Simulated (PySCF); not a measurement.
# [Y(CH3)2]+: from a saddle point downhill

PySCF 2.14.0, RKS PBE0, Y def2-SVP with ECP28, C def2-SVP, H def2-SVP; non-relativistic Hamiltonian with scalar-relativistic core potentials where named; density fitting; no spin-orbit coupling. Relaxed within the symmetry of its start, the geometry (C2v) is

```xyz
9

Y     0.0000    0.0000   -0.3731
C     1.7246    0.0000    1.0479
H     2.7147    0.0000    0.5542
H     1.6820    0.8848    1.7120
H     1.6820   -0.8848    1.7120
C    -1.7246    0.0000    1.0479
H    -2.7147    0.0000    0.5542
H    -1.6820   -0.8848    1.7120
H    -1.6820    0.8848    1.7120
```

and its lowest harmonic modes are -66, 16, 122, 336, 360, 387 cm⁻¹ (negative: unstable). It was moved along the lowest mode and relaxed again, within the group C2 that the move left.

**Question.** Where does it end, and how much lower?

**Answer.** In C2, 0.002 eV lower, after 4 steps:
```xyz
9

Y     0.0000    0.0000   -0.3691
C     1.7257   -0.0180    1.0489
H     2.6981    0.2132    0.5744
H     1.5620    0.7164    1.8605
H     1.8238   -1.0055    1.5404
C    -1.7257    0.0180    1.0489
H    -2.6981   -0.2132    0.5744
H    -1.5620   -0.7164    1.8605
H    -1.8238    1.0055    1.5404
```

**Question.** How do the contacts change?

**Answer.** 
```tsv
contact	saddle (Å)	end (Å)
Y1–C2 (CH3)	2.235	2.234
Y1–C6 (CH3)	2.235	2.234
```


**Question.** Is the end a minimum?

**Answer.** Yes; lowest modes 31, 48, 128, 335, 356, 390 cm⁻¹.

State: singlet.
